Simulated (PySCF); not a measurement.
# Working out the excitation energy of Xe²⁺

Xe²⁺ [Kr] 4d10 5s2 5p4 (3P) → Xe²⁺ [Kr] 4d10 5s1 5p5 (3P). All numbers are calculated (PySCF 2.14, scalar relativity through the core potential, in aug-cc-pwCVDZ-PP with ECP28MDF). Frozen: 4s2 4p6 4d10. Energies in hartree (1 hartree = 27.21139 eV):

```
            part  Xe²⁺ (lower)  Xe²⁺ (upper)
             UHF   -327.127482   -326.612675
CCSD correlation     -0.084826     -0.168852
             (T)     -0.001111     -0.008242
```

Problem. What does Hartree-Fock give?

Solution. (-326.612675) − (-327.127482) = 0.514807 hartree = 14.009 eV.

Problem. What do CCSD and CCSD(T) give?

Solution. The CCSD correlation energies differ by -0.084026 hartree = -2.286 eV and the triples by -0.007131 hartree = -0.194 eV, so CCSD gives 11.723 eV and CCSD(T) 11.529 eV.

A double-zeta basis recovers only part of the correlation energy.

The coupled-cluster amplitudes are large, so a single reference is strained.
